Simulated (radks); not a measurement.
Values are calculated unless marked as measured or tabulated.
Ionisation of Se2+, [Ar] 3d10 4s2 4p2, to Se3+, [Ar] 3d10 4s2 4p1, under several functionals. Non-relativistic Kohn-Sham, spin-unpolarised, spherical densities, point nucleus; a radial shooting solver on a logarithmic mesh with Libxc functionals.

| functional | E(Se2+) (hartree) | Exc (hartree) | IE (eV) | -e(HOMO) (eV) | <r> HOMO (bohr) | IE error (eV) |
|---|---|---|---|---|---|---|
| PBE | -2400.00852 | -86.07761 | 30.832 | 25.445 | 1.995 | -0.865 |
| BP86 | -2400.63601 | -86.71520 | 30.999 | 25.595 | 1.989 | -0.698 |
| exchange-only PBE | -2398.44566 | -84.48616 | 29.857 | 24.458 | 2.016 | -1.840 |
| AM05 | -2397.10822 | -83.13210 | 30.832 | 25.439 | 1.990 | -0.865 |
| Wu-Cohen GGA | -2399.51245 | -85.57590 | 30.919 | 25.510 | 1.988 | -0.778 |
| XLYP | -2400.75526 | -86.83005 | 30.804 | 25.376 | 2.001 | -0.893 |
| PBEsol | -2398.39694 | -84.43872 | 30.865 | 25.471 | 1.991 | -0.832 |
| HCTH/407 | -2401.66300 | -87.86489 | 31.030 | 25.647 | 1.991 | -0.667 |
| SOGGA | -2398.15272 | -84.19255 | 30.745 | 25.363 | 1.992 | -0.952 |

NIST Atomic Spectra Database: 31.70 eV (measured). Closest: HCTH/407. The Delta-SCF values span 1.17 eV, the total energies 4.55 hartree. The highest occupied level is 4p. Spin polarisation and multiplet splitting are left out, so open shells lie too high by an amount that depends on their filling.

Beside tabulated values, note that spin-unpolarised runs miss the spin-polarisation part of the exchange energy of open shells.
